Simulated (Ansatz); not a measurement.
Input file for Ansatz (a program for electronic structure): R-wB97M-V/def2-TZVPPD on ClH5Si (a complex). Files ending in .json are basis or fitting sets from the Basis Set Exchange.

Ansatz 0.2 input:
```yaml
crystal:
  periodic: [false, false, false]
  atoms:
    - {symbol: Cl, position_ang: [0.62551507, 1.13809305, -0.22468063]}
    - {symbol: H, position_ang: [1.11864222, -0.03363166, -0.05764518]}
    - {symbol: Si, position_ang: [-0.17786572, -0.08132707, 3.25419089]}
    - {symbol: H, position_ang: [-0.31464732, 1.38828997, 3.33470284]}
    - {symbol: H, position_ang: [-1.15899545, -0.62873967, 2.29142898]}
    - {symbol: H, position_ang: [-0.41559670, -0.67769408, 4.58898788]}
    - {symbol: H, position_ang: [1.19066614, -0.43091569, 2.80763191]}
basis:
  gaussian:
    orbitals: def2-TZVPPD.json
hamiltonian:
  xc: {name: wB97M-V}
scf: {lower_state_search: off}
```

The log:

```
WARN ansatz: RAYON_NUM_THREADS=2 ignored (pool sized by the plan → 2); use --threads N
Functional definition: wB97M-V
these checks for a lower state are left out or cut short: stability, starts, cluster_reference, orbital_swaps, neighbouring_geometries, increment
integrals: 0.12 GiB planned
932 factors; their error is unknown
integrals: 0.15 GiB planned
258 factors; integrals over basis functions are off by at most 3.8e-5 eV
mean field: 0.97 GiB planned
mean field evaluation 1: about -20479.9025 eV, gradient 1.1e1 eV
mean field evaluation 2: about -20480.2590 eV, gradient 6.5e0 eV
mean field evaluation 4: about -20480.3424 eV, gradient 2.1e-1 eV
mean field evaluation 8: about -20480.3706 eV, gradient 3.4e-2 eV
mean field evaluation 16: about -20480.3706 eV, gradient 3.8e-6 eV
mean field -20480.37056566 eV, -752.6397361943 hartree, gradient 3.8e-6 eV, S^2 0.000000; 0 other end points of the search recorded, 0 dependent functions left out
reference -20480.37063811 eV, -752.6397388568 hartree; 18, 18 occupied and 166, 166 virtual orbitals, 932 factors
Total energy: -20480.37063811 eV, -752.6397388568 hartree
Checks for a lower state left out: stability, starts, cluster_reference, orbital_swaps, neighbouring_geometries, increment
```

The run converged.

Cost: roughly 7 core-seconds.
